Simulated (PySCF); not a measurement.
# Redox energetics: bromochloromethane

Parent: bromochloromethane, `ClCBr` (CH2BrCl). Non-hydrogen atoms are numbered in `[Cl:1][CH2:2][Br:3]`.

Energies: ωB97X-D3(BJ)/ma-def2-TZVP (PySCF, density fitting, integration grid level 2) on PBE0-D3(BJ)/ma-def2-SVP structures. The prefix ma- adds one diffuse s and one diffuse p function on all atoms but H. ωB97X-D3(BJ) is ωB97X-V with D3(BJ) in place of VV10. Zero-point and thermal terms (298.15 K, 1 bar) come from unscaled PBE0-D3(BJ)/ma-def2-SVP harmonic frequencies, with soft modes damped to free rotors in the entropy.

Frontier levels of the parent: HOMO -10.84 eV, LUMO 0.93 eV.

Oxidation to the radical cation:
- Vertical ionisation energy (electronic): 10.99 eV
- Adiabatic ionisation energy (with zero-point energy): 10.86 eV
- Adiabatic, electronic part: 10.94 eV
- Vertical gap at the product's structure: 10.82 eV
- Inner reorganisation energy (four-point): 166 meV
- Relaxation of product / of parent: 46 / 120 meV
- ⟨S²⟩ of the product: 0.754
- Largest spin populations: Br3 0.80, Cl1 0.09
- Largest changes of atomic charge: Br3 0.68, Cl1 0.21
- Distances that move most (Å): Cl1–C2 1.765 → 1.710; C2–Br3 1.928 → 1.896; C2–H 1.095 → 1.116; C2–H 1.095 → 1.116
- Potential in acetonitrile: 8.21 V absolute, 3.66 V against Fc+/Fc computed at 4.54 V (solvation -14 → -268 kJ/mol)

Vertical electron affinity to the radical anion: -0.81 eV. The product does not keep its bonds on relaxation, so no adiabatic value is given. The value is negative, so the extra electron is not bound, and the number hangs on the basis.

Solvents are IEF-PCM continua (electrostatics only, gas-phase structures); absolute potentials refer to an electron at rest in vacuum. Fc+/Fc in acetonitrile, 4.54 V, is ωB97X-D3(BJ)/ma-def2-TZVP on PBE0-D3(BJ)/def2-SVP structures with GFN2-xTB thermal terms. Benchmark calculations put it near 5.0 V in acetonitrile and DMSO, so it is about 0.5 V low, and the value against it can read up to that much too high.

Measured values (NIST Chemistry WebBook, evaluated or the median of agreeing entries): adiabatic ionisation energy 10.77 eV (computed 10.86, difference 0.09).

Caveats: spin-orbit coupling is left out of the energies, which matters for open shells on the heavier atoms; atoms from Ga to Kr are treated without relativity.

Run with `OMP_NUM_THREADS=1 python redox_run.py task.json out` on 1 thread of Intel Xeon Platinum 8259CL @ 2.50GHz, a shared host. Structures, frequencies and single points: 10 min of wall time.

Differences come from unrounded values, so a last digit can differ from that of the printed terms.
